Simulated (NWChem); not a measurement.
System: GeH2S2, singlet; SMILES [SH][Ge][SH]

```xyz
5

Ge     0.0000     0.0000     0.7676
S     -1.6740    -0.0322    -0.7704
H     -2.6455    -0.0511     0.1691
S      1.6740     0.0322    -0.7704
H      2.6455     0.0511     0.1691
```
Atoms are numbered in this order, from 1.

All runs: NWChem. Low-valent species are run as closed-shell singlets; no triplet was tried in these runs. Structure relaxed at the B3LYP/6-31G* (spherical d) level. Level: PBE0/aug-cc-pVDZ; rows give the wavelength of the field.

For field 1065 nm:

```yaml
anisotropy (bohr³): 43.6
```

**Question.** How do the values read with field static instead?

**Answer.** 
- anisotropy (bohr³) = 42.2
